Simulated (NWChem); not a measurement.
System: C3H3, doublet; SMILES [CH]=C=C

Input file for NWChem:

```
start job
memory heap 200 mb stack 900 mb global 1100 mb
geometry units angstroms noautosym nocenter noautoz
  C      0.000000     0.000000     1.255090
  C      0.000000     0.000000    -0.115533
  C      0.000000     0.000000    -1.347519
  H      0.000000     0.939181     1.814613
  H      0.000000    -0.939181     1.814613
  H      0.000000     0.000000    -2.421633
end
basis spherical
  C library iglo-ii
  H library iglo-ii
end
dft
  odft
  mult 2
  xc xpbe96 cpbe96
  iterations 150
end
property
  hyperfine
end
task dft property
```

In the optimisation the excess spin sits in b1 (C2v, its own frame). Coordinates come from a PBE0/def2-SVP, spin-unrestricted optimisation. No stability test was run on the SCF state.

Fermi-contact couplings, non-relativistic, static geometry.

Atoms are numbered as in the input.

**Question.** What results follow from this input? (PBE/IGLO-II, spin-unrestricted, contact and dipolar terms.) Quantities: basis functions; A(iso) 13C atom 1 (MHz); A(iso) 13C atom 2 (MHz); A(iso) 13C atom 3 (MHz); A(iso) 1H atom 5 (MHz); A(iso) 1H atom 6 (MHz); <S²>.

**Answer.** 
| Quantity | Result |
|---|---|
| number of basis functions | 84 |
| A(iso) 13C atom 1 (MHz) | 49.1 |
| A(iso) 13C atom 2 (MHz) | -56.4 |
| A(iso) 13C atom 3 (MHz) | 33.3 |
| A(iso) 1H atom 5 (MHz) | -49.0 |
| A(iso) 1H atom 6 (MHz) | -39.3 |
| <S²> | 0.762 |
